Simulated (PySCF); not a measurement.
## Potassium: a sound run and one with changed settings

Sound run: K²⁺ [Ne] 3s2 3p5, K³⁺ [Ne] 3s2 3p4. Calculation: PySCF 2.14, in cc-pVDZ-X2C; the spin-free X2C one-electron Hamiltonian (Gaussian nucleus). The sound run starts from symmetry-adapted Hartree-Fock orbitals and uses a fine grid where one is needed.

A second run was set up differently.

```json
{"species": "K²⁺", "method": "UHF", "sound run (hartree)": "-600.15023", "changed run (hartree)": "-600.15023", "converged": "yes"}
{"species": "K²⁺", "method": "BP86", "sound run (hartree)": "-600.91350", "changed run (hartree)": "-600.89548", "converged": "yes"}
{"species": "K²⁺", "method": "PBE", "sound run (hartree)": "-600.64389", "changed run (hartree)": "-600.62777", "converged": "yes"}
{"species": "K³⁺", "method": "UHF", "sound run (hartree)": "-598.43038", "changed run (hartree)": "-598.43038", "converged": "yes"}
{"species": "K³⁺", "method": "BP86", "sound run (hartree)": "-599.13746", "changed run (hartree)": "-599.12011", "converged": "yes"}
{"species": "K³⁺", "method": "PBE", "sound run (hartree)": "-598.87356", "changed run (hartree)": "-598.85712", "converged": "yes"}
```

Ionisation energy of K²⁺:

```tsv
method	sound run (eV)	changed run (eV)
UHF	46.800	46.800
BP86	48.328	48.310
PBE	48.173	48.182
```

Task: What was changed?
A. minimal basis
B. level shift left on
C. radial grid too coarse
D. basis contracted for another Hamiltonian

Result: C. It used radial step 0.5 in ln r (0.13 in the sound run). A coarse radial grid mis-integrates the density and the exchange-correlation energy, with errors of either sign; Hartree-Fock needs no grid.
